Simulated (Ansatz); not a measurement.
Steps of a relaxation of C2H5FGeSi (`F[C]1=[CH][GeH]1[SiH3]`) with RKS PBE-D4/def2-SVP.

```sh
$ ansatz run in.yaml --threads 4 --pin off --events-out ev --progress --plain --max-ram 10444MiB
```

```yaml
crystal:
  periodic: [false, false, false]
  atoms:
    - {symbol: F, position_ang: [-0.034000, -2.811600, 0.335600]}
    - {symbol: C, position_ang: [0.542600, -1.570800, 0.223900]}
    - {symbol: C, position_ang: [1.537000, -0.674300, 0.736900]}
    - {symbol: Ge, position_ang: [0.726000, 0.029100, -0.654100]}
    - {symbol: Si, position_ang: [-1.223800, 1.244000, -0.117800]}
    - {symbol: H, position_ang: [2.347800, -0.500000, 1.487300]}
    - {symbol: H, position_ang: [1.009800, -0.334100, -2.118600]}
    - {symbol: H, position_ang: [-2.391300, 0.468800, -0.377000]}
    - {symbol: H, position_ang: [-1.174300, 1.616000, 1.369800]}
    - {symbol: H, position_ang: [-1.256600, 2.481700, -0.882900]}
basis:
  gaussian: {orbitals: def2-SVP}
hamiltonian: {xc: pbe, dispersion: d4}
relax: {f_tol: 0.03, max_steps: 200}
```

Positions (Å) and forces (eV/Å) along the path, 13 of 17 steps:

```xyz
10
step=1 energy=-69233.0395 eV
F    -0.034   -2.812    0.336    1.125    1.657    0.483
C     0.543   -1.571    0.224    2.110   -0.359    2.350
C     1.537   -0.674    0.737    0.038   -5.007    2.837
Ge    0.726    0.029   -0.654   -2.994    3.075   -4.656
Si   -1.224    1.244   -0.118    1.203    0.863    0.945
H     2.348   -0.500    1.487   -0.450   -0.457   -0.290
H     1.010   -0.334   -2.119    0.479    0.421   -0.473
H    -2.391    0.469   -0.377   -1.291   -0.875   -0.308
H    -1.174    1.616    1.370    0.021   -0.194   -0.411
H    -1.257    2.482   -0.883   -0.241    0.876   -0.476
10
step=2 energy=-69234.1402 eV
F     0.060   -2.853    0.501    0.677    0.750    0.264
C     0.602   -1.637    0.278    0.515   -0.154    0.620
C     1.568   -0.788    0.723    0.171   -1.856    1.281
Ge    0.626   -0.009   -0.676   -1.182    1.112   -2.299
Si   -1.258    1.338   -0.148    0.420    0.072    0.466
H     2.361   -0.623    1.475   -0.109   -0.297   -0.083
H     1.083   -0.197   -2.171    0.091    0.262    0.247
H    -2.433    0.484   -0.409   -0.499   -0.182   -0.118
H    -1.179    1.622    1.340   -0.027    0.000   -0.208
H    -1.347    2.610   -0.910   -0.056    0.292   -0.170
10
step=3 energy=-69234.4094 eV
F     0.169   -2.889    0.613    0.192    0.096    0.084
C     0.633   -1.673    0.322   -0.594   -0.469   -0.353
C     1.596   -0.862    0.720    0.771    0.324    0.608
Ge    0.551   -0.036   -0.699   -0.135    0.052   -0.613
Si   -1.304    1.362   -0.159   -0.067   -0.040    0.007
H     2.431   -0.757    1.430   -0.087   -0.113   -0.020
H     1.154   -0.072   -2.157   -0.143    0.048    0.300
H    -2.557    0.567   -0.430    0.028    0.075   -0.005
H    -1.234    1.669    1.311    0.005    0.014    0.008
H    -1.355    2.641   -0.948    0.031    0.012   -0.015
10
step=5 energy=-69234.4488 eV
F     0.349   -2.986    0.618   -0.007    0.095   -0.062
C     0.678   -1.729    0.312    0.149    0.007    0.106
C     1.588   -0.852    0.740   -0.086   -0.002   -0.066
Ge    0.471   -0.093   -0.700   -0.022   -0.110    0.008
Si   -1.343    1.372   -0.172    0.034    0.020    0.021
H     2.414   -0.748    1.461   -0.058   -0.016   -0.034
H     1.081   -0.047   -2.132   -0.004   -0.005    0.006
H    -2.667    0.711   -0.459    0.048    0.019   -0.006
H    -1.238    1.670    1.298   -0.049    0.023    0.002
H    -1.250    2.652   -0.963   -0.004   -0.030    0.023
10
step=7 energy=-69234.4541 eV
F     0.392   -3.005    0.617   -0.029   -0.040   -0.010
C     0.699   -1.746    0.315    0.029    0.017    0.025
C     1.589   -0.848    0.734   -0.016    0.043   -0.034
Ge    0.443   -0.123   -0.698   -0.006   -0.005    0.036
Si   -1.341    1.377   -0.162    0.002    0.007    0.002
H     2.411   -0.729    1.454    0.017   -0.003    0.012
H     1.048   -0.060   -2.128    0.003   -0.004   -0.025
H    -2.667    0.748   -0.490   -0.007    0.001   -0.006
H    -1.285    1.682    1.310   -0.002   -0.010   -0.013
H    -1.206    2.653   -0.950    0.010   -0.006    0.012
10
step=9 energy=-69234.4567 eV
F     0.424   -3.011    0.652    0.037    0.037    0.027
C     0.717   -1.750    0.340   -0.024    0.009   -0.020
C     1.602   -0.831    0.724   -0.014   -0.081    0.023
Ge    0.413   -0.152   -0.693    0.001    0.054   -0.053
Si   -1.348    1.376   -0.163   -0.034    0.011    0.010
H     2.441   -0.696    1.421    0.009    0.010    0.001
H     0.992   -0.096   -2.137   -0.003   -0.017    0.006
H    -2.683    0.814   -0.579    0.033    0.013    0.007
H    -1.344    1.614    1.323   -0.009   -0.011   -0.024
H    -1.130    2.680   -0.886    0.004   -0.024    0.022
10
step=10 energy=-69234.4578 eV
F     0.432   -2.999    0.698    0.064    0.072    0.030
C     0.722   -1.743    0.361   -0.024    0.036   -0.035
C     1.614   -0.814    0.710   -0.014   -0.131    0.043
Ge    0.397   -0.165   -0.699    0.021    0.030   -0.056
Si   -1.351    1.372   -0.162   -0.086    0.048   -0.003
H     2.468   -0.668    1.389   -0.030    0.010   -0.028
H     0.955   -0.136   -2.155   -0.020   -0.015    0.039
H    -2.687    0.863   -0.657    0.122    0.045    0.042
H    -1.397    1.535    1.338   -0.006   -0.007   -0.100
H    -1.070    2.705   -0.819   -0.027   -0.089    0.069
10
step=11 energy=-69234.4596 eV
F     0.427   -2.990    0.712    0.042    0.041    0.022
C     0.720   -1.739    0.363   -0.027    0.031   -0.026
C     1.616   -0.814    0.707   -0.008   -0.080    0.025
Ge    0.402   -0.164   -0.705    0.021    0.021   -0.033
Si   -1.347    1.371   -0.165   -0.087    0.057    0.016
H     2.470   -0.667    1.385   -0.019    0.008   -0.022
H     0.952   -0.149   -2.163   -0.011   -0.011    0.024
H    -2.679    0.865   -0.668    0.093    0.030    0.026
H    -1.401    1.519    1.334    0.000   -0.016   -0.072
H    -1.077    2.717   -0.797   -0.005   -0.083    0.040
10
step=12 energy=-69234.4627 eV
F     0.426   -2.971    0.753    0.000   -0.003    0.004
C     0.716   -1.728    0.374    0.004   -0.002    0.002
C     1.623   -0.807    0.694    0.002   -0.001    0.004
Ge    0.399   -0.166   -0.713   -0.009    0.015    0.000
Si   -1.348    1.369   -0.165    0.009   -0.004   -0.001
H     2.484   -0.651    1.360   -0.001    0.002   -0.005
H     0.929   -0.178   -2.176   -0.001   -0.007   -0.007
H    -2.665    0.894   -0.717    0.004    0.003   -0.005
H    -1.434    1.458    1.333   -0.006   -0.002   -0.001
H    -1.047    2.728   -0.740   -0.001    0.000    0.008
10
step=13 energy=-69234.4643 eV
F     0.444   -2.947    0.830   -0.014    0.041   -0.027
C     0.720   -1.716    0.402    0.072   -0.004    0.057
C     1.639   -0.789    0.670   -0.033   -0.012   -0.024
Ge    0.380   -0.184   -0.722    0.007    0.001   -0.005
Si   -1.347    1.368   -0.165   -0.063    0.037    0.021
H     2.520   -0.612    1.305   -0.019   -0.015   -0.013
H     0.866   -0.247   -2.201   -0.004   -0.001    0.013
H    -2.640    0.968   -0.836    0.077    0.042    0.049
H    -1.521    1.343    1.335    0.003    0.008   -0.109
H    -0.978    2.763   -0.615   -0.024   -0.097    0.037
10
step=15 energy=-69234.4661 eV
F     0.453   -2.942    0.846    0.000    0.004    0.001
C     0.727   -1.714    0.410   -0.006   -0.002   -0.001
C     1.643   -0.781    0.664    0.012    0.005    0.003
Ge    0.372   -0.193   -0.724   -0.005   -0.004   -0.002
Si   -1.349    1.364   -0.165   -0.007    0.000    0.001
H     2.526   -0.598    1.293    0.002   -0.004   -0.003
H     0.846   -0.264   -2.204    0.004   -0.001    0.000
H    -2.633    1.004   -0.861   -0.001    0.001   -0.002
H    -1.549    1.317    1.324   -0.002   -0.001    0.000
H    -0.953    2.756   -0.579    0.002    0.002    0.002
10
step=16 energy=-69234.4664 eV
F     0.457   -2.933    0.869    0.001    0.005   -0.001
C     0.729   -1.710    0.420    0.003    0.003   -0.002
C     1.649   -0.776    0.655    0.004    0.001    0.003
Ge    0.365   -0.198   -0.725    0.003   -0.005    0.000
Si   -1.351    1.363   -0.165   -0.006    0.005    0.000
H     2.539   -0.588    1.273   -0.002   -0.005   -0.002
H     0.830   -0.282   -2.208   -0.001   -0.002    0.000
H    -2.624    1.028   -0.895    0.009    0.009    0.009
H    -1.577    1.283    1.319   -0.003    0.004   -0.016
H    -0.933    2.761   -0.540   -0.007   -0.015    0.007
10
step=17 energy=-69234.4666 eV
F     0.462   -2.925    0.889    0.003    0.005   -0.001
C     0.732   -1.706    0.428    0.002    0.008   -0.003
C     1.655   -0.772    0.648   -0.002   -0.003    0.000
Ge    0.361   -0.204   -0.727    0.005   -0.008    0.005
Si   -1.351    1.363   -0.165   -0.014    0.014    0.001
H     2.551   -0.581    1.257   -0.002   -0.003   -0.001
H     0.813   -0.302   -2.212   -0.002    0.001    0.001
H    -2.614    1.053   -0.924    0.013    0.007    0.010
H    -1.607    1.256    1.313    0.002    0.001   -0.018
H    -0.918    2.765   -0.503   -0.005   -0.022    0.004
```

Run time 24 s (4 threads of an Arm Neoverse V1 on a shared host); peak host memory 0.17 GiB.
